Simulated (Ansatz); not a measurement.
Reaction (formal exchange of groups at a Te–C bond): `CC[Te][SiH3]` + `C[SiH3]` → `C[SiH2][Te][SiH3]` + `CC`

Program: Ansatz. Geometries: PBE0-D4/def2-TZVP. ΔE: electronic, gas phase. CBS: MP2 limit from def2 TZ/QZ plus the TZ coupled-cluster correction, frozen cores. This one scheme is used for every species. Functionals use def2-TZVPP. def2 core potentials past Kr. For Te outer-core shells are correlated without core-valence functions, which leaves a few kJ/mol of doubt a bond. One conformer a species, not always the lowest.

| level | ΔE (kJ/mol) |
| --- | --- |
| LDA (SPW92) | -107.0 |
| B2PLYP | -102.8 |
| CAM-B3LYP | -101.6 |
| CCSD/def2-SVP | -106.4 |
| HF/def2-TZVPP | -106.6 |
| MP2/def2-TZVPP | -105.8 |
| SCS-MP2/def2-TZVPP | -100.7 |
| CCSD(T)/def2-TZVPP | -100.9 |

Question: What does CCSD(T)/CBS give? (Best estimate.)

Answer: Computed: -104.1 kJ/mol. The listed levels differ from it by -2.9, 1.3, 2.5, -2.3, -2.5, -1.7, 3.4, 3.2 kJ/mol.

Largest T1 diagnostic among the species: 0.010.

Leaving LDA and LC-ωPBE aside and taking each functional with its dispersion term where it has one, the values, not all of them listed here, spread over 14.2 kJ/mol, from r2SCAN0-D4 to BLYP-D4. From BLYP to BHLYP (50 % exact exchange), in def2-TZVPP and without D4, ΔE moves by −9.1 kJ/mol.
